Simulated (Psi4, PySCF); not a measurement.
Here is a job for Psi4.
```
memory 2 GB

molecule mol {
0 2
C     0.046773    0.704712   -0.204543
C     1.515152    0.668228   -0.062843
Cl   -0.860444   -0.685773    0.147169
H    -0.450456    1.441492   -0.808442
H     1.902369    1.683393    0.001158
H     1.804676    0.114343    0.829105
H     1.999405    0.181265   -0.919381
}

set {
  basis sto-3g
  reference uks
  scf_type pk
  puream true
  d_convergence 1e-8
  dft_radial_points 99
  dft_spherical_points 590
}

energy('r2scan')
print_variables()
```

Write the same job for PySCF.

One answer among several that fit: 
```python
from pyscf import gto, scf, dft

mol = gto.Mole()
mol.atom = '''
    C     0.046773    0.704712   -0.204543
    C     1.515152    0.668228   -0.062843
    Cl   -0.860444   -0.685773    0.147169
    H    -0.450456    1.441492   -0.808442
    H     1.902369    1.683393    0.001158
    H     1.804676    0.114343    0.829105
    H     1.999405    0.181265   -0.919381
'''
mol.basis = 'sto-3g'
mol.charge = 0
mol.spin = 1
mol.verbose = 4
mol.build()

mf = dft.UKS(mol)
mf.xc = 'r2scan'
mf.grids.atom_grid = (99, 590)
mf.grids.prune = None
mf.kernel()
```

Both were run: Psi4 gave -532.743603 Eh and PySCF -532.743702 Eh, 0.099 mEh apart.
